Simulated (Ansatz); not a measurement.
Start from `[NH2][Ti]([NH2])([Cl])[Cl]` and change one atom or group to get `[NH2][Ti]([Cl])([Cl])[Cl]`.

Ansatz, PBE0-D4/def2-TZVP geometries, multiplicity 1. Each molecule was computed in one conformer, which needn't be the lowest.

Scalar relativity is left out up to krypton.

| property | `[NH2][Ti]([NH2])([Cl])[Cl]` |
| --- | --- |
| HOMO–LUMO gap (B3LYP/def2-TZVPP) / eV | 5.09 |
| HOMO energy (B3LYP/def2-TZVPP) / eV | -7.66 |
| HOMO energy (PBE/def2-TZVPP) / eV | -6.54 |
| HOMO–LUMO gap (PBE/def2-TZVPP) / eV | 3.28 |
| LUMO energy (PBE/def2-TZVPP) / eV | -3.26 |
| size of the dipole moment (ωB97M-V/def2-TZVPP) / D | 3.49 |

(1) Give the same properties after the change, and the shifts. (Estimate.)

Results:

(1) Computed: 
| property | `[NH2][Ti]([Cl])([Cl])[Cl]` | shift |
| --- | --- | --- |
| HOMO–LUMO gap (B3LYP/def2-TZVPP) / eV | 4.84 | -0.25 |
| HOMO energy (B3LYP/def2-TZVPP) / eV | -8.23 | -0.57 |
| HOMO energy (PBE/def2-TZVPP) / eV | -7.11 | -0.57 |
| HOMO–LUMO gap (PBE/def2-TZVPP) / eV | 3.03 | -0.25 |
| LUMO energy (PBE/def2-TZVPP) / eV | -4.08 | -0.82 |
| size of the dipole moment (ωB97M-V/def2-TZVPP) / D | 3.01 | -0.48 |

With PBE0 the HOMO falls by 0.59 eV and the LUMO falls by 0.85 eV, so the gap narrows by about 0.26 eV. PBE moves the HOMO by -0.57 eV and ωB97M-V by -0.56 eV. The zero-point energy changes by -62.7 kJ/mol with -6 modes. Dipoles are sizes alone; their direction can turn.

B3LYP here is the variant with VWN-RPA as its local correlation; programs differ in this.
